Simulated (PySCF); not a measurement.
Bi²⁺: excitation energy

Bi²⁺ [Xe] 4f14 5d10 6s2 6p1 (2P) → Bi²⁺ [Xe] 4f14 5d10 6s1 6p2 (4P), as a difference of total energies. All numbers are calculated (PySCF 2.14, scalar relativity by spin-free X2C-1e, in aug-cc-pVQZ-DK3 (10s9p7d4f2g, 118 functions)). The calculations carry no spin-orbit coupling.

```json
{"method": "UHF", "excitation energy (eV)": "7.758"}
{"method": "M06-2X", "excitation energy (eV)": "9.202"}
{"method": "TPSS", "excitation energy (eV)": "9.775"}
```

Spin-orbit coupling is strong in these open shells (close to jj coupling). The scalar numbers leave it out and a first-order estimate fails, so it can dominate the gap to the real levels.
